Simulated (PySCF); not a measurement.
Zirconium: a sound run and one with changed settings

Sound run: Zr [Kr] 4d2 5s2, Zr+ [Kr] 4d2 5s1. All numbers are calculated (PySCF 2.14, a scalar-relativistic core potential, in cc-pVDZ-PP with ECP28MDF). In the sound run the correlated levels freeze 4s2 4p6 outside the core potential. The sound run starts from symmetry-adapted Hartree-Fock orbitals and uses a fine grid where one is needed.

Changed run: initial guess atom, at most 50 SCF cycles.

```tsv
species	method	sound run (hartree)	changed run (hartree)	converged
Zr	UHF	-46.30208	-46.28262	yes
Zr	BP86	-46.81070	-46.81070	yes
Zr	PBE0	-46.73801	-46.72992	yes
Zr+	UHF	-46.10994	-46.07491	yes
Zr+	BP86	-46.56621	-46.56621	yes
Zr+	PBE0	-46.50551	-46.47930	yes
Zr+	MP2	-46.11869	-46.08735	yes
```

Ionisation energy of Zr:

| method | sound run (eV) | changed run (eV) |
| --- | --- | --- |
| BP86 | 6.653 | 6.653 |

The plain start fixes occupations by D2h representation alone, and Zr at UHF, Zr at PBE0, Zr+ at UHF, Zr+ at PBE0 landed in another state (other ⟨L²⟩ or ⟨S²⟩). 

For comparison, NIST gives 6.634 eV between the lowest levels.
